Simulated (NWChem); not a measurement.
System: C₂H₄F₂OSi; SMILES O=C(C)[SiH](F)F

NWChem printed, in part:

```
             Northwest Computational Chemistry Package (NWChem) 7.3.0
             --------------------------------------------------------

                             Geometry "geometry" -> ""
                             -------------------------

 Output coordinates in angstroms (scale by  1.889725989 to convert to a.u.)

  No.       Tag          Charge          X              Y              Z
 ---- ---------------- ---------- -------------- -------------- --------------
    1 C                    6.0000    -1.38798800    -1.53032500    -0.04469600
    2 C                    6.0000     0.04835600    -1.09849100     0.00155400
    3 O                    8.0000     0.97845200    -1.87449100     0.03149900
    4 Si                  14.0000     0.49512100     0.76940200     0.01594500
    5 F                    9.0000    -0.12763500     1.47226600    -1.30046500
    6 F                    9.0000    -0.21106200     1.47226700     1.28954800
    7 H                    1.0000    -1.45826200    -2.62684300    -0.04695700
    8 H                    1.0000    -1.92713500    -1.11346700     0.82222300
    9 H                    1.0000    -1.87024400    -1.11347000    -0.94450800
   10 H                    1.0000     1.95335400     0.99692000     0.06291600

 Effective nuclear repulsion energy (a.u.)     304.8114804680

  pbe96 is a nonlocal functional; adding pw91lda local functional.
                              NWChem Property Module
                              ----------------------

  itol2e modified to match energy
  convergence criterion.

                                 NWChem DFT Module
                                 -----------------

 Summary of "ao basis" -> "ao basis" (spherical)
 ------------------------------------------------------------------------------
       Tag                 Description            Shells   Functions and Types
 ---------------- ------------------------------  ------  ---------------------
 C                          pcsseg-1                 7       17   3s3p1d
 O                          pcsseg-1                 7       17   3s3p1d
 Si                         pcsseg-1                10       24   4s5p1d
 F                          pcsseg-1                 7       17   3s3p1d
 H                          pcsseg-1                 3        5   2s1p

  itol2e modified to match energy
  convergence criterion.

            General Information
            -------------------
          SCF calculation type: DFT
          Wavefunction type:  closed shell.
          No. of atoms     :    10
          No. of electrons :    56
           Alpha electrons :    28
            Beta electrons :    28
          Charge           :     0
          Spin multiplicity:     1
          Use of symmetry is: off; symmetry adaption is: off
          Maximum number of iterations: 150
          AO basis - number of functions:   129
                     number of shells:    57
          Convergence on energy requested:  1.00D-07
          Convergence on density requested:  1.00D-05
          Convergence on gradient requested:  5.00D-04

              XC Information
              --------------
          PerdewBurkeErnzerhof Exchange Functional  1.000
            Perdew 1991 LDA Correlation Functional  1.000 local
           PerdewBurkeErnz. Correlation Functional  1.000 non-local

             Grid Information
             ----------------
          Grid used for XC integration:  fine
          Radial quadrature: Mura-Knowles
          Angular quadrature: Lebedev.
          Tag              B.-S. Rad. Rad. Pts. Rad. Cut. Ang. Pts.
          ---              ---------- --------- --------- ---------
          C                   0.70       70          12.0       590
          O                   0.60       70          10.0       590
          Si                  1.10      123          11.0       770
          F                   0.50       70          12.0       590
          H                   0.35       60          13.0       590
          Grid pruning is: on
          Number of quadrature shells:   713
          Spatial weights used:  Erf1

      Superposition of Atomic Density Guess
      -------------------------------------

 Sum of atomic energies:        -639.59202234

      Non-variational initial energy
      ------------------------------

 Total energy =    -641.659896
 1-e energy   =   -1490.919214
 2-e energy   =     544.447838
 HOMO         =      -0.289436
 LUMO         =      -0.061286

   convergence    iter        energy       DeltaE   RMS-Dens  Diis-err
 ---------------- ----- ----------------- --------- --------- ---------
 d= 0,ls=0.0,diis     1   -642.3826009972 -9.47D+02  2.03D-02  2.04D+00
 d= 0,ls=0.0,diis     2   -641.4859293240  8.97D-01  1.58D-02  1.12D+01
 d= 0,ls=0.0,diis     3   -642.5545690193 -1.07D+00  4.40D-03  3.11D-01
 d= 0,ls=0.0,diis     4   -642.5522304062  2.34D-03  2.53D-03  3.52D-01
 d= 0,ls=0.0,diis     5   -642.5829068247 -3.07D-02  4.01D-04  3.82D-03
  Resetting Diis
 d= 0,ls=0.0,diis     6   -642.5832515465 -3.45D-04  1.11D-04  2.14D-04
 d= 0,ls=0.0,diis     7   -642.5832729922 -2.14D-05  7.26D-05  3.09D-05
 d= 0,ls=0.0,diis     8   -642.5832652006  7.79D-06  5.19D-05  1.00D-04
 d= 0,ls=0.0,diis     9   -642.5832758307 -1.06D-05  1.18D-05  1.07D-05
 d= 0,ls=0.0,diis    10   -642.5832768244 -9.94D-07  2.07D-06  1.68D-07
 d= 0,ls=0.0,diis    11   -642.5832768411 -1.68D-08  3.34D-07  5.20D-09

         Total DFT energy =     -642.583276841146
      One electron energy =    -1494.628364151916
           Coulomb energy =      609.531960085059
    Exchange-Corr. energy =      -62.298353242296
 Nuclear repulsion energy =      304.811480468006

 Numeric. integr. density =       55.999997290157

                       DFT Final Molecular Orbital Analysis
                       ------------------------------------

 Vector   26  Occ=2.000000D+00  E=-3.487569D-01
              MO Center= -1.6D-01, -1.5D+00, -5.3D-03, r^2= 2.7D+00
   Bfn.  Coefficient  Atom+Function         Bfn.  Coefficient  Atom+Function
  ----- ------------  ---------------      ----- ------------  ---------------
    43      0.332544   3 O  pz               46      0.279712   3 O  pz
   115     -0.221387   8 H  s               120      0.221390   9 H  s
     9     -0.200847   1 C  pz               26      0.180468   2 C  pz
    40      0.174511   3 O  pz               12     -0.145293   1 C  pz
    29      0.135958   2 C  pz                6     -0.103520   1 C  pz

 Vector   27  Occ=2.000000D+00  E=-3.313928D-01
              MO Center=  6.1D-01,  1.2D-01,  2.0D-02, r^2= 4.3D+00
   Bfn.  Coefficient  Atom+Function         Bfn.  Coefficient  Atom+Function
  ----- ------------  ---------------      ----- ------------  ---------------
   125      0.326800  10 H  s               126      0.230401  10 H  s
    65      0.190537   4 Si px               20     -0.185679   2 C  s
    41     -0.178994   3 O  px               25     -0.168034   2 C  py
    99     -0.160035   6 F  px               82     -0.158559   5 F  px
   110     -0.157306   7 H  s                44     -0.149511   3 O  px

 Vector   28  Occ=2.000000D+00  E=-2.177361D-01
              MO Center=  4.8D-01, -1.3D+00,  1.5D-02, r^2= 2.4D+00
   Bfn.  Coefficient  Atom+Function         Bfn.  Coefficient  Atom+Function
  ----- ------------  ---------------      ----- ------------  ---------------
    45      0.330280   3 O  py               42      0.318584   3 O  py
    41      0.239802   3 O  px               44      0.239784   3 O  px
    54     -0.228056   4 Si s                 3      0.224373   1 C  s
    66      0.201428   4 Si py               20     -0.199412   2 C  s
     7      0.180955   1 C  px               39      0.170451   3 O  py

 Vector   29  Occ=0.000000D+00  E=-1.056900D-01
              MO Center=  2.8D-01, -1.0D+00,  9.1D-03, r^2= 2.4D+00
   Bfn.  Coefficient  Atom+Function         Bfn.  Coefficient  Atom+Function
  ----- ------------  ---------------      ----- ------------  ---------------
    29      0.489227   2 C  pz               46     -0.420846   3 O  pz
    26      0.368397   2 C  pz               43     -0.313804   3 O  pz
    70      0.193861   4 Si pz               67      0.184109   4 Si pz
    40     -0.170799   3 O  pz               23      0.162952   2 C  pz
   115     -0.122371   8 H  s               120      0.122373   9 H  s

[...]

          -----------------------------------------
          Chemical Shielding Tensors (GIAO, in ppm)
          -----------------------------------------

                                NWChem CPHF Module
                                ------------------

  scftype          =     RHF
  nclosed          =       28
  nopen            =        0
  variables        =     2828
  # of vectors     =        3
  tolerance        = 0.10D-03
  level shift      = 0.00D+00
  max iterations   =       50
  max subspace     =       30

 SCF residual:    3.3746958519001555E-005

Iterative solution of linear equations
  No. of variables     2828
  No. of equations        3
  Maximum subspace       30
        Iterations       50
       Convergence  1.0D-04

   iter   nsub   residual    time
   ----  ------  --------  ---------
     1      3    1.79D-05      44.5

      Atom:    1  C
        Diamagnetic
    259.5486      5.1056      0.4738
      5.1056    248.6617      0.1644
      0.4738      0.1644    244.8503

        Paramagnetic
    -96.6751     29.9813      0.5291
     29.9813   -115.9244      0.9653
      0.5291      0.9653   -113.0865

        Total Shielding Tensor
    162.8734     35.0869      1.0028
     35.0869    132.7373      1.1297
      1.0028      1.1297    131.7638

           isotropic =     142.4582
          anisotropy =      65.3580

          Principal Components and Axis System
                 1           2           3
              186.0302    131.7315    109.6129

      1         0.8347     -0.0322     -0.5498
      2         0.5501     -0.0000      0.8351
      3         0.0269      0.9995     -0.0177

      Atom:    2  C
        Diamagnetic
    265.9382     -3.4642      0.8455
     -3.4642    261.2035     -0.1115
      0.8455     -0.1115    239.7053

        Paramagnetic
   -392.2656     18.0527     -7.7798
     18.0527   -380.6875      0.5805
     -7.7798      0.5805   -150.8944

        Total Shielding Tensor
   -126.3274     14.5885     -6.9343
     14.5885   -119.4840      0.4690
     -6.9343      0.4690     88.8109

           isotropic =     -52.3335
          anisotropy =    -128.5522

          Principal Components and Axis System
                 1           2           3
             -138.0350   -107.9997     89.0342

      1         0.7855      0.6180     -0.0322
      2        -0.6184      0.7859     -0.0000
      3         0.0253      0.0199      0.9995

      Atom:    3  O
        Diamagnetic
    407.2605    -13.9040      0.3143
    -13.9040    404.4186     -0.4477
      0.3143     -0.4477    397.5077

        Paramagnetic
  -1428.6310    397.2339    -44.2537
    397.2339  -1200.1675     12.7866
    -44.2537     12.7866    -55.6328

        Total Shielding Tensor
  -1021.3706    383.3298    -43.9394
    383.3298   -795.7490     12.3389
    -43.9394     12.3389    341.8749

           isotropic =    -491.7482
          anisotropy =   -1226.2416

          Principal Components and Axis System
                 1           2           3
            -1309.2426   -509.2917    343.2897

      1         0.8008      0.5981     -0.0322
      2        -0.5984      0.8012     -0.0000
      3         0.0258      0.0193      0.9995

      Atom:    4  Si
        Diamagnetic
    875.7912     -0.8629     -0.1717
     -0.8629    881.9609     -0.0278
     -0.1717     -0.0278    881.1157

        Paramagnetic
   -441.4801    -17.3180      2.9150
    -17.3180   -525.6876     -0.5575
      2.9150     -0.5575   -531.8999

        Total Shielding Tensor
    434.3111    -18.1809      2.7433
    -18.1809    356.2732     -0.5853
      2.7433     -0.5853    349.2159

           isotropic =     379.9334
          anisotropy =      87.7406

          Principal Components and Axis System
                 1           2           3
              438.4271    352.2456    349.1275

      1         0.9758      0.2161     -0.0322
      2        -0.2162      0.9764     -0.0001
      3         0.0314      0.0070      0.9995

      Atom:    5  F
        Diamagnetic
    464.8214     -4.7044      8.4760
     -4.7044    469.6456    -10.3126
      8.4760    -10.3126    481.1243

        Paramagnetic
   -170.9110    -62.0940     12.0697
    -62.0940   -184.8801      5.4176
     12.0697      5.4176   -125.0190

        Total Shielding Tensor
    293.9104    -66.7985     20.5457
    -66.7985    284.7655     -4.8949
     20.5457     -4.8949    356.1053

           isotropic =     311.5937
          anisotropy =      94.9826

          Principal Components and Axis System
                 1           2           3
              374.9154    338.3089    221.5568

      1         0.5457     -0.4781      0.6882
      2        -0.4430      0.5326      0.7212
      3         0.7113      0.6984     -0.0789

      Atom:    6  H
        Diamagnetic
     26.9970      4.7843      0.1834
      4.7843     38.0895      0.1540
      0.1834      0.1540     21.3053

        Paramagnetic
      0.8033     -2.6829     -0.1529
     -2.6829     -5.3602     -0.0864
     -0.1529     -0.0864      5.5482

        Total Shielding Tensor
     27.8002      2.1014      0.0305
      2.1014     32.7293      0.0677
      0.0305      0.0677     26.8535

           isotropic =      29.1277
          anisotropy =       6.5650

          Principal Components and Axis System
                 1           2           3
               33.5043     27.0261     26.8525

      1         0.3457      0.9378     -0.0321
      2         0.9383     -0.3459     -0.0000
      3         0.0111      0.0302      0.9995

      Atom:    7  H
        Diamagnetic
     31.8110     -0.4833     -7.4742
     -0.4833     24.9889      3.3619
     -7.4742      3.3619     29.9744

        Paramagnetic
     -4.2259      1.2380      5.2517
      1.2380      3.6451     -2.7633
      5.2517     -2.7633     -0.7233

        Total Shielding Tensor
     27.5851      0.7548     -2.2224
      0.7548     28.6340      0.5986
     -2.2224      0.5986     29.2512

           isotropic =      28.4901
          anisotropy =       3.4552

          Principal Components and Axis System
                 1           2           3
               30.7935     28.9500     25.7267

      1        -0.5641      0.2763      0.7781
      2         0.0316      0.9489     -0.3140
      3         0.8251      0.1526      0.5440

      Atom:    8  H
        Diamagnetic
     37.6227      3.3714      0.4980
      3.3714     24.5553      0.1086
      0.4980      0.1086     22.1774

        Paramagnetic
     -5.5828     -2.9289     -0.2296
     -2.9289     -0.7489     -0.0943
     -0.2296     -0.0943      1.5373

        Total Shielding Tensor
     32.0399      0.4425      0.2684
      0.4425     23.8063      0.0143
      0.2684      0.0143     23.7147

           isotropic =      26.5203
          anisotropy =       8.3280

          Principal Components and Axis System
                 1           2           3
               32.0723     23.7826     23.7061

      1         0.9981     -0.0535     -0.0322
      2         0.0535      0.9986     -0.0002
      3         0.0321     -0.0016      0.9995
```

Level: PBE/pcSseg-1, GIAO. Geometry: optimised at PBE0/def2-SVP. The output numbers the shielded atoms by their place in the input's list. The printed shielding anisotropy is the first printed principal value minus the mean of the other two.

Question: Reconstruct the input file.

Answer: Several could match; the one computed here: the input that was run:
```
start job
memory heap 200 mb stack 900 mb global 1100 mb
geometry units angstroms noautosym nocenter noautoz
  C     -1.387988    -1.530325    -0.044696
  C      0.048356    -1.098491     0.001554
  O      0.978452    -1.874491     0.031499
  Si     0.495121     0.769402     0.015945
  F     -0.127635     1.472266    -1.300465
  F     -0.211062     1.472267     1.289548
  H     -1.458262    -2.626843    -0.046957
  H     -1.927135    -1.113467     0.822223
  H     -1.870244    -1.113470    -0.944508
  H      1.953354     0.996920     0.062916
end
basis spherical
  C library pcsseg-1
  O library pcsseg-1
  Si library pcsseg-1
  F library pcsseg-1
  H library pcsseg-1
end
dft
  xc xpbe96 cpbe96
  iterations 150
end
property
  shielding 8 1 2 3 4 5 7 8 10
end
task dft property
```
